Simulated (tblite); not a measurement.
Compound: C5H7F2GeN.
Numbering: `[H]/[N:1]=[C:2]1/[CH2:3][Ge@@H:4](/[CH:5]=[CH:6]/[F:7])[C@H:8]1[F:9]` (hydrogens: H10 on N1; H11, H12 on C3; H13 on Ge4; H14 on C5; H15 on C6; H16 on C8)

Computed with GFN2-xTB (tblite), gas phase: L-BFGS steps from a force-field or distance-geometry start until the largest atomic force falls under 0.01 eV/Å.

Geometry at step 118:
```
atom  x, y, z in Å
N1     -2.0990   -1.2060   -0.7331
C2     -1.5113   -0.5202    0.1324
C3     -0.5051   -1.0572    1.1183
Ge4     0.4936    0.6626    0.8846
C5      1.7212    0.7391   -0.6302
C6      2.3909   -0.3233   -1.0514
F7      3.2105   -0.2908   -2.1087
C8     -1.4061    0.9874    0.2839
F9     -1.7016    1.6949   -0.8582
H10    -2.6738   -0.6697   -1.3818
H11    -0.0909   -2.0163    0.8232
H12    -0.9543   -1.1574    2.1062
H13     1.0089    1.4315    2.0909
H14     1.8018    1.6810   -1.1626
H15     2.3716   -1.3098   -0.5994
H16    -2.0638    1.3633    1.0744
```

**Question.** Give the atomic forces at this geometry.

**Answer.** 
| atom | Fx (eV/Å) | Fy (eV/Å) | Fz (eV/Å) |
| --- | --- | --- | --- |
| N1 | -0.006 | 0.051 | 0.067 |
| C2 | -0.013 | -0.009 | -0.082 |
| C3 | -0.024 | 0.018 | -0.046 |
| Ge4 | 0.007 | 0.026 | -0.031 |
| C5 | 0.120 | -0.148 | -0.099 |
| C6 | -0.098 | 0.106 | 0.115 |
| F7 | -0.053 | 0.058 | 0.010 |
| C8 | 0.010 | 0.003 | 0.040 |
| F9 | 0.007 | -0.055 | 0.044 |
| H10 | 0.015 | -0.032 | -0.002 |
| H11 | -0.024 | 0.000 | -0.007 |
| H12 | 0.041 | 0.009 | -0.001 |
| H13 | -0.014 | 0.020 | 0.011 |
| H14 | 0.079 | -0.157 | 0.039 |
| H15 | -0.028 | 0.123 | -0.037 |
| H16 | -0.020 | -0.012 | -0.020 |

The largest, 0.21 eV/Å, acts on C5; the rms over all components is 0.059 eV/Å. The forces sum to zero within rounding, as they must for an isolated molecule in no field.

**Question.** Give the force on C5 in Eh/bohr and in nN.

**Answer.** 0.215 eV/Å ÷ 51.422 = 0.00418 Eh/bohr, and 0.215 eV/Å × 1.602 = 0.34 nN.

**Question.** How far is this geometry from the end of the optimisation?

**Answer.** 0.057 eV above it, and 0.619 Å rms away after alignment. The bonds farthest from their final lengths, with half the difference of the two atoms' forces along the bond (positive lengthens):

```
  bond  now (Å)  final (Å)  force along bond (eV/Å)
C5–H14    1.085      1.080                    -0.04
Ge4–C8    2.019      2.022                    -0.01
C6–H15    1.085      1.082                    -0.04
Ge4–C5    1.951      1.948                    +0.06
 C5=C6    1.325      1.321                    -0.19
 C2–C3    1.508      1.505                     0.00
```

The angle farthest from its final value is C5–Ge4–C8, 110.8° against 113.5°.

The cost below is that of the whole relaxation. The run took 1.2 s wall on one thread, Arm Neoverse V2 (aarch64), shared host with 96 logical CPUs at a one-minute load of 56.
